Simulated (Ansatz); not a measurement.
Al4N4. Charge 0, multiplicity 3. Geometry r2SCAN-D4/def2-SVPD, that of the charge -1 doublet; atoms count from 1.

```xyz
8

Al   -1.358   -0.452   -1.375
Al    1.358    0.452    1.375
Al    0.444   -1.926    0.194
Al   -0.444    1.926   -0.194
N    -1.575    1.289   -1.373
N    -0.800   -2.079   -1.033
N     1.576   -1.289    1.373
N     0.800    2.079    1.033
```

At PBE0-D4/def2-TZVPD a singlet of charge 0 lies 2.21 eV below the triplet at the same geometry. The structure comes from a short search, and lower isomers may exist.

Question: Estimate the Mulliken populations from the PBE0/def2-TZVPD orbitals of Ansatz.

Answer: 
| atom | charge (e) | spin (α − β) |
| --- | --- | --- |
| Al1 | 0.22 | 0.10 |
| Al2 | 0.22 | 0.10 |
| Al3 | 0.22 | 0.10 |
| Al4 | 0.22 | 0.10 |
| N5 | -0.22 | 0.40 |
| N6 | -0.22 | 0.40 |
| N7 | -0.22 | 0.40 |
| N8 | -0.22 | 0.40 |
Mulliken values depend strongly on the basis. With diffuse functions, as here, like atoms can get unlike values, and bond orders can come out too low or too high.

Question: Where does the spin sit?

Answer: Summed by element: Al 0.40, N 1.60, of 2 unpaired in all. Largest on single atoms: N7 0.40, N8 0.40, N6 0.40.

Question: And the Mayer bond orders between heavy atoms (over 0.3)?

Answer: Al1–Al3 0.34 (2.81 Å); Al1–Al4 0.34 (2.81 Å); Al1–N5 1.42 (1.75 Å); Al1–N6 1.42 (1.75 Å); Al2–Al3 0.34 (2.81 Å); Al2–Al4 0.34 (2.81 Å); Al2–N7 1.42 (1.75 Å); Al2–N8 1.42 (1.75 Å); Al3–N6 1.42 (1.75 Å); Al3–N7 1.42 (1.75 Å); Al4–N5 1.42 (1.75 Å); Al4–N8 1.42 (1.75 Å).
